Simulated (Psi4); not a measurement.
Psi4 input (wB97X-D/6-31G*):

```
memory 1500 MB

molecule {
0 2
C    -0.07353600   -2.30902200    0.43568000
Si    0.68115300   -0.98115600   -0.66123000
C     2.31470600   -0.37499400    0.03506000
Si   -0.77124600    0.85946200   -0.82481900
Cl   -1.07060900    1.60260300    1.10841200
H     0.61424400   -3.15182100    0.54178000
H    -0.27944900   -1.90864400    1.42985100
H    -1.00988800   -2.68340100    0.01991600
H     0.86763700   -1.50318800   -2.04121400
H     2.77784000    0.36097600   -0.62361400
H     2.16304200    0.09196600    1.01008700
H     3.01163200   -1.20642100    0.16148300
H    -2.13042000    0.56409300   -1.36103200
symmetry c1
no_reorient
no_com
}

set {
  basis 6-31G*
  reference uks
  scf_type pk
  dft_radial_points 99
  dft_spherical_points 590
  e_convergence 1e-8
  d_convergence 1e-7
  maxiter 150
}

e = energy('wb97x-d')
print_out(f'\nFINAL {e:.10f} DIPOLE {variable("CURRENT DIPOLE")[0]:.6f} {variable("CURRENT DIPOLE")[1]:.6f} {variable("CURRENT DIPOLE")[2]:.6f}\n')
```

Output:

```
   => Loading Basis Set <=

    Name: 6-31G*
    Role: ORBITAL
    Keyword: BASIS
    atoms 1, 3 entry C          line   111 file 6-31gs.gbs
    atoms 2, 4 entry SI         line   268 file 6-31gs.gbs
    atoms 5    entry CL         line   340 file 6-31gs.gbs
    atoms 6-13 entry H          line    44 file 6-31gs.gbs

   => WB97X-D: Empirical Dispersion <=

    Chai and Head-Gordon Dispersion Correction
    Chai, J.-D.; Head-Gordon, M. (2010), J. Chem. Phys., 132: 6615-6620

        s6 =       1.000000

         ---------------------------------------------------------
                                   SCF
               by Justin Turney, Rob Parrish, Andy Simmonett
                          and Daniel G. A. Smith
                              UKS Reference
         ---------------------------------------------------------

  ==> Geometry <==

    Molecular point group: c1
    Full point group: C1

    Geometry (in Angstrom), charge = 0, multiplicity = 2:

       Center              X                  Y                   Z               Mass
    ------------   -----------------  -----------------  -----------------  -----------------
         C           -0.073536000000    -2.309022000000     0.435680000000    12.000000000000
         SI           0.681153000000    -0.981156000000    -0.661230000000    27.976926534650
         C            2.314706000000    -0.374994000000     0.035060000000    12.000000000000
         SI          -0.771246000000     0.859462000000    -0.824819000000    27.976926534650
         CL          -1.070609000000     1.602603000000     1.108412000000    34.968852682000
         H            0.614244000000    -3.151821000000     0.541780000000     1.007825032230
         H           -0.279449000000    -1.908644000000     1.429851000000     1.007825032230
         H           -1.009888000000    -2.683401000000     0.019916000000     1.007825032230
         H            0.867637000000    -1.503188000000    -2.041214000000     1.007825032230
         H            2.777840000000     0.360976000000    -0.623614000000     1.007825032230
         H            2.163042000000     0.091966000000     1.010087000000     1.007825032230
         H            3.011632000000    -1.206421000000     0.161483000000     1.007825032230
         H           -2.130420000000     0.564093000000    -1.361032000000     1.007825032230

  Running in c1 symmetry.

  Rotational constants: A =      0.10944  B =      0.04258  C =      0.04169 [cm^-1]
  Rotational constants: A =   3280.93229  B =   1276.65288  C =   1249.84345 [MHz]
  Nuclear repulsion =  338.201834940134461

  Charge       = 0
  Multiplicity = 2
  Electrons    = 65
  Nalpha       = 33
  Nbeta        = 32

  ==> Algorithm <==
[...]
      85A      1.271511    86A      1.311312    87A      1.347440
      88A      1.416334    89A      1.762411    90A      1.794842
      91A      1.835970    92A      1.875926    93A      2.213907
      94A      2.314099    95A      2.350779    96A      2.356590
      97A      2.362200    98A      2.362658    99A      2.964593
     100A      3.107153   101A      4.261271   102A      4.297186
     103A      4.361697

    Beta Occupied:

       1A   -101.700917     2A    -66.304793     3A    -66.281960
       4A    -10.288065     5A    -10.287100     6A     -9.574093
       7A     -7.320128     8A     -7.313987     9A     -7.313732
      10A     -5.419633    11A     -5.396832    12A     -3.766250
      13A     -3.762031    14A     -3.760694    15A     -3.741771
      16A     -3.741013    17A     -3.740372    18A     -0.912923
      19A     -0.815402    20A     -0.788348    21A     -0.619930
      22A     -0.560185    23A     -0.509924    24A     -0.506197
      25A     -0.488794    26A     -0.487168    27A     -0.459179
      28A     -0.417917    29A     -0.412606    30A     -0.407106
      31A     -0.398850    32A     -0.354807

    Beta Virtual:

      33A     -0.046018    34A      0.061594    35A      0.106176
      36A      0.119133    37A      0.157008    38A      0.180962
      39A      0.186747    40A      0.203016    41A      0.220120
      42A      0.230783    43A      0.243247    44A      0.253942
      45A      0.260856    46A      0.282343    47A      0.316298
      48A      0.322944    49A      0.343628    50A      0.367757
      51A      0.430418    52A      0.440659    53A      0.482832
      54A      0.494123    55A      0.540798    56A      0.561458
      57A      0.592549    58A      0.613759    59A      0.653192
      60A      0.653703    61A      0.674020    62A      0.695884
      63A      0.736292    64A      0.749972    65A      0.756103
      66A      0.780006    67A      0.825153    68A      0.832453
      69A      0.852441    70A      0.869953    71A      0.890098
      72A      0.957068    73A      0.972308    74A      0.972907
      75A      0.986291    76A      1.003275    77A      1.003968
      78A      1.013977    79A      1.036292    80A      1.049126
      81A      1.055585    82A      1.090599    83A      1.108125
      84A      1.220985    85A      1.272305    86A      1.311643
      87A      1.351108    88A      1.418048    89A      1.763278
      90A      1.795633    91A      1.836748    92A      1.876771
      93A      2.214871    94A      2.314916    95A      2.351556
      96A      2.356966    97A      2.362866    98A      2.362892
      99A      2.979280   100A      3.110517   101A      4.262128
     102A      4.297895   103A      4.364773

    Final Occupation by Irrep:
              A
    DOCC [    32 ]
    SOCC [     1 ]
    NA   [    33 ]
    NB   [    32 ]

  @UKS Final Energy: -1120.15361769675519

   => Energetics <=

    Nuclear Repulsion Energy =            338.2018349401344608
    One-Electron Energy =               -2219.2881102465134973
    Two-Electron Energy =                 821.2495715351593617
    DFT Exchange-Correlation Energy =     -60.3109914708625539
    Empirical Dispersion Energy =          -0.0059224546728373
    VV10 Nonlocal Energy =                  0.0000000000000000
    Total Energy =                      -1120.1536176967549636

  UHF NO Occupations:
  HONO-2 :   31  A 1.9998622
  HONO-1 :   32  A 1.9990699
  HONO-0 :   33  A 1.0000000
  LUNO+0 :   34  A 0.0009301
  LUNO+1 :   35  A 0.0001378
  LUNO+2 :   36  A 0.0000891
  LUNO+3 :   37  A 0.0000648

Computation Completed

Properties will be evaluated at   0.000000,   0.000000,   0.000000 [a0]

Properties computed using the SCF density matrix

 Multipole Moments:

 ------------------------------------------------------------------------------------
     Multipole            Electronic (a.u.)      Nuclear  (a.u.)        Total (a.u.)
 ------------------------------------------------------------------------------------

 L = 1.  Multiply by 2.5417464519 to convert [e a0] to [Debye]
 Dipole X            :          0.4542213            0.0000057            0.4542270
 Dipole Y            :         -0.7090798           -0.0000019           -0.7090817
 Dipole Z            :         -0.3309483            0.0000283           -0.3309200
 Magnitude           :                                                    0.9047801

 ------------------------------------------------------------------------------------

FINAL -1120.1536176968 DIPOLE 0.454227 -0.709082 -0.330920

*** Psi4 exiting successfully. Buy a developer a beer!
```

The geometry given is a B3LYP-D3(BJ)/def2-TZVP minimum.
